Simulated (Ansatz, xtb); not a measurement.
# Two isomers of AsH6PSi

We compare a, `[SiH3]P[AsH2]`, a singlet, with b, `P[SiH2][AsH2]`, a singlet. Both are isolated molecules in the gas phase, relaxed with PBE0-D3(BJ)/def2-SVP; each stands in its lowest conformer found.

a (Å):

```xyz
9

As   -1.8408   -1.5714    1.2267
P    -1.8594   -1.8099   -1.1065
Si   -0.4209   -0.1473   -1.6289
H     0.8514   -0.2202   -0.8464
H    -0.1008   -0.1907   -3.0893
H    -1.1123    1.1392   -1.3174
H    -0.8728   -2.8433   -1.1301
H    -0.6742   -0.5889    1.3461
H    -2.8596   -0.4383    1.1841
```

b (Å):

```xyz
9

As   -0.9741    2.0125   -0.9260
P     0.4131   -1.3027    0.8074
Si   -0.8936    0.5457    0.9404
H    -0.4257    1.3404    2.1178
H     0.5438    1.9906   -1.0801
H    -1.1506    0.8524   -1.9014
H    -0.0683   -1.6665   -0.4883
H    -2.2906    0.0870    1.2132
H     1.5363   -0.5883    0.2872
```

Quicker runs give these differences E(b) − E(a): GFN2-xTB +11.8 kcal/mol; HF/STO-3G −4.4 kcal/mol (at GFN2-xTB geometries); r2SCAN-D4/def2-SVP −4.0 kcal/mol (at GFN2-xTB geometries).

Which of the two would you expect CCSD(T)/def2-TZVP electronic energies to favour?

Structure b; the calculation gives E(b) − E(a) = −2.7 kcal/mol.

The same difference at several levels:

```csv
level,geometry,E(b) − E(a) (kcal/mol),departure from the last row (kcal/mol),"job, with rough time for the two"
GFN2-xTB,GFN2-xTB,+11.8,+14.5,"optimisation, 0.52 s"
HF/STO-3G,GFN2-xTB,−4.4,−1.7,"single point, 0.9 s"
r2SCAN-D4/def2-SVP,GFN2-xTB,−4.0,−1.4,"single point, 7.5 s"
PBE0-D3(BJ)/def2-SVP,PBE0-D3(BJ)/def2-SVP,−3.7,−1.0,"optimisation, 3.9 min"
HF/def2-TZVP,PBE0-D3(BJ)/def2-SVP,−2.5,+0.2,part of the CCSD(T) run
MP2/def2-TZVP,PBE0-D3(BJ)/def2-SVP,−2.3,+0.4,part of the CCSD(T) run
CCSD(T)/def2-TZVP,PBE0-D3(BJ)/def2-SVP,−2.7,,"single point, 2.5 min"
```

As drawn, b has 1 As–Si, 1 P–H in place of 1 As–P, 1 Si–H.

GFN2-xTB puts the two in the other order. The largest departure from CCSD(T)/def2-TZVP is that of GFN2-xTB, 14.5 kcal/mol.

With harmonic frequencies from PBE0-D3(BJ)/def2-SVP (ideal gas, rigid rotor, one conformer each, 298.15 K, 1 atm): the zero-point term adds −0.1 kcal/mol; ΔH is −2.7 and ΔG −3.0 kcal/mol.

The correlated steps freeze 19 core orbitals; the filled d shell of As is correlated, in a basis made for valence electrons. Mirror images aren't counted in ΔG. Codes used: Ansatz 0.2.0, xtb 6.7.1; the last row on 2 threads of AMD EPYC 7571 on a shared host.
